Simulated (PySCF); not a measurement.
**Assigning NMR signals**

Atoms are numbered as in `[CH2:1]=[CH:2][CH:3]1[CH2:4][P:5]([C:6]([F:7])([F:8])[F:9])[CH2:10]1`. Hydrogens are named by the atom that carries them. Ha(C4), Ha(C10) are cis to C2 on the ring; Ha(C1) is cis to C3; Hb(C4), Hb(C10) are trans to C2 on the ring; Hb(C1) is trans to C3.

Theoretical values (PySCF 2.14): NMR shieldings at PBE0/pcSseg-1/GIAO, GFN2-xTB geometry. Fast rotation and ring inversion assumed for equivalent nuclei, relativity neglected, no solvent, one computed conformer.

Chemical shifts δ = σref − σ; TMS for 13C, 1H, all at this level.

(1) Assign these signals to the numbered atoms. 13C{1H} NMR (computed): δ 153.2, 145.3, 120.0, 47.9, 25.8.

(2) Assign these signals to the numbered atoms. 1H NMR (500 MHz, computed): δ 6.27 (m, 1H), 5.27 (m, 1H), 5.15 (m, 1H), 4.02 (m, 1H), 2.50 (m, 2H), 2.01 (m, 2H).

Answers

(1) 
| δ (ppm) | atoms | environment | reason |
| --- | --- | --- | --- |
| 153.2 | C2 | alkene CH | the olefinic region |
| 145.3 | C6 | CF3 carbon | 3 electronegative neighbours deshield it |
| 120.0 | C1 | terminal =CH2 carbon | an sp2 carbon of a C=C bond |
| 47.9 | C3 | allylic sp3 CH | a saturated carbon with 3 carbon neighbours and no heteroatom attached |
| 25.8 | C4/C10 | sp3 CH2 bonded to P | – |

(2) 
6.27 → H(C2), hydrogen on an alkene CH: olefinic region
5.27 → Ha(C1), hydrogen on a terminal =CH2 carbon: a vinylic proton, deshielded by the sp2 carbon and the C=C anisotropy
5.15 → Hb(C1), hydrogen on a terminal =CH2 carbon
4.02 → H(C3), hydrogen on an allylic sp3 CH
2.50 → Hb(C4)/Hb(C10), hydrogen on an sp3 CH2 bonded to P
2.01 → Ha(C4)/Ha(C10), hydrogen on an sp3 CH2 bonded to P

Ha(C1) and Hb(C1) lie closer than the usual error of such a calculation, so a measured spectrum could show them in the other order.

Splittings by 19F and 31P in the carbon and heteronuclear signals aren't shown, as no couplings were computed. Shifts are as computed. Against solution values, carbons near 30 ppm lie about +3 ppm off and those near 130 ppm about +5 ppm. Of 1211 compounds with measured shifts, 218 miss one by over three times the rms of a fit or turn the order of signals round; such compounds aren't used in these exercises. Multiplicities follow the n + 1 count of equivalent neighbours, as no J values were calculated; m marks all less simple cases, F and P coupling included.
